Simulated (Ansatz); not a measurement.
Basis-set series for CH7BGaN (`C[B](N)[GaH2]`). Total charge 0; spin multiplicity 1. The geometry is a stationary point of PBE0-D4/def2-TZVP. It is one conformer, not always the lowest.

Cartesian coordinates in Å:
```
C 0.637 -0.746 -1.210
B 0.047 0.173 -0.079
N 0.144 1.558 -0.188
Ga -0.916 -0.557 1.661
H -0.141 -1.395 -1.627
H 1.096 -0.196 -2.039
H 1.389 -1.428 -0.800
H 0.583 2.018 -0.974
H -0.213 2.200 0.500
H -1.132 -2.083 2.016
H -1.492 0.456 2.742
```

```tsv
functional	basis	functions	energy (Eh)	HOMO (eV)	LUMO (eV)
PBE0-D4	def2-TZVPP	239	-2046.44451	-6.84	-1.78
PBE0-D4	def2-QZVPP	470	-2046.49540	-6.86	-1.81
ωB97M-V	def2-TZVPP	239	-2046.67148	-8.96	-0.03
ωB97M-V	def2-QZVPP	470	-2046.72101	-8.98	-0.15
```

Question: Give the rows for def2-SVP. (Estimate.)

Answer: Ansatz gave: 
| functional | basis | functions | energy (Eh) | HOMO (eV) | LUMO (eV) |
| --- | --- | --- | --- | --- | --- |
| PBE0-D4 | def2-SVP | 109 | -2046.06193 | -6.76 | -1.68 |
| ωB97M-V | def2-SVP | 109 | -2046.28225 | -8.85 | 0.09 |

Scalar relativity is left out up to krypton.
